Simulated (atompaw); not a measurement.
**Pseudopotential generation for Sr: PAW (atompaw), PBE, scalar-relativistic.**

- Element: Sr
- Generator: atompaw 4.2.0.5
- Type: PAW
- Functional: PBE
- Relativity: scalar-relativistic
- Frozen core: [Ar] 3d10 4s2
- Valence charge: 8
- Reference configuration: 4p6 4d0 5s0 5p0 (charge +2)
- Partial waves: 5s (bound, empty): rc 3.00 bohr; 5s channel at -0.45 Ry: rc 3.00 bohr; 4p (bound): rc 1.65 bohr; 5p (bound, empty): rc 2.25 bohr; 4d (bound, empty): rc 2.10 bohr; 4d channel at 3.3 Ry: rc 3.00 bohr
- Local potential: bessel scheme, radius 2.45 bohr
- Core correction: smooth core density matched at 2.40 bohr
- Augmentation charge: sinc compensation charge, radius 2.70 bohr; PAW radius 3.00 bohr; waves and projectors: modrrkj vanderbiltortho

All-electron outer shells of the reference configuration (PBE, scalar-relativistic, ld1.x):

```
shell  level (eV)  outermost node (bohr)  outermost maximum (bohr)
   4s      -54.72                   0.59                      1.19
   4p      -36.52                   0.61                      1.32
   5s      -13.60                   1.62                      3.20
   4d      -13.29                   0.65                      1.89
   5p       -9.81                   1.88                      3.76
```

Question: Does this generation succeed?

Answer: No. atompaw 4.2.0.5 stopped with "atompaw: The overlap operator has at least one negative eigenvalue!": the overlap operator built from these waves and projectors is not positive definite.
